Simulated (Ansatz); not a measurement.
A structure relaxed at PBE0-D4/def2-TZVP, charge 0, multiplicity 1:

```tsv
atom	x (Å)	y (Å)	z (Å)
C1	2.5564	-1.3458	-0.7280
C2	1.2205	-1.5569	-0.0096
C3	0.6046	-2.8763	-0.4841
C4	1.4607	-1.6238	1.4922
C5	0.2937	-0.4376	-0.4025
C6	-0.2937	0.4375	0.4025
C7	-1.2206	1.5569	0.0095
C8	-0.6049	2.8762	0.4848
C9	-2.5567	1.3454	0.7275
C10	-1.4602	1.6243	-1.4923
H11	3.0301	-0.4160	-0.4040
H12	3.2421	-2.1719	-0.5184
H13	2.4153	-1.2925	-1.8110
H14	-0.3477	-3.0641	0.0175
H15	1.2757	-3.7138	-0.2720
H16	0.4200	-2.8581	-1.5617
H17	0.5289	-1.7902	2.0386
H18	2.1378	-2.4491	1.7270
H19	1.9149	-0.7024	1.8651
H20	0.1115	-0.3744	-1.4745
H21	-0.1117	0.3744	1.4744
H22	-0.4202	2.8574	1.5624
H23	0.3474	3.0645	-0.0167
H24	-1.2761	3.7137	0.2732
H25	-3.2425	2.1714	0.5176
H26	-3.0300	0.4155	0.4031
H27	-2.4160	1.2920	1.8105
H28	-0.5281	1.7907	-2.0382
H29	-1.9144	0.7031	-1.8657
H30	-2.1370	2.4498	-1.7272
```

(1) Give its formula and SMILES.

(2) Point group (tolerance 0.08 Å, 0.16 Å for H)?

(3) Summarise the bond lengths by kind.

## Answers

(1) C10H20, `CC(C)(C)/C=C/C(C)(C)C`.

(2) C2h.

(3) 9 × C–C 1.326 to 1.531 Å; 20 × C–H 1.089 to 1.094 Å.

Program: Ansatz 0.2.0.
